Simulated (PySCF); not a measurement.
Structure from NMR data

The spectra below were simulated for a compound CH₁₁NO₂Si₃.

1H NMR (400 MHz, computed): δ 5.22 (s, 3H), 5.13 (t, 2H), 5.02 (s, 2H), 2.54 (t, 2H), 0.44 (br s, 2H).

13C{1H} NMR (computed): δ 35.0 (CH2).

Theory: GFN2-xTB structure, σ from GIAO-PBE0/pcSseg-1, in PySCF 2.14.0 with density-fitted response routines (no relativistic terms, one computed conformer, in vacuum, rapidly exchanging positions averaged).

Referencing at the same level of theory: TMS for 1H (31.72 ppm), 13C (186.93 ppm).

**Question.** Propose a structure and justify it.

**Answer.** 
- The formula gives 0 degrees of unsaturation.
- Carbon types of the structure: 1 × CH2, leaving 9 H on heteroatoms.
- δC 35.0: sp3 CH2 bonded to N and Si; deshielded by the electronegative neighbour.
- δH 5.22: hydrogen on a silicon bonded to O.
- δH 5.13: hydrogen on a silicon bonded to C, O.
- δH 5.02: hydrogen on a silicon bonded to 2 O.
- δH 2.54: hydrogen on an sp3 CH2 bonded to N and Si; its carbon carries N, which withdraws density.
- δH 0.44: hydrogen on an amine nitrogen; labile proton, position sensitive to the medium.

Structure: SMILES [SiH2](O[SiH2]CN)O[SiH3].

The data come from this structure; uniqueness wasn't tested.

OH/NH shifts are gas-phase values; hydrogen bonding in solution moves them, usually downfield. Shifts are as computed. Against solution values, carbons near 30 ppm lie about +3 ppm off and those near 130 ppm about +5 ppm. Of 1211 compounds with measured shifts, 218 miss one by over three times the rms of a fit or turn the order of signals round; such compounds aren't used in these exercises. No couplings were computed; multiplicities are counted from neighbouring protons, with m where these are inequivalent, close in shift, in a saturated or five-membered ring or joined by F or P, and br s for small geminal =CH2 splittings.
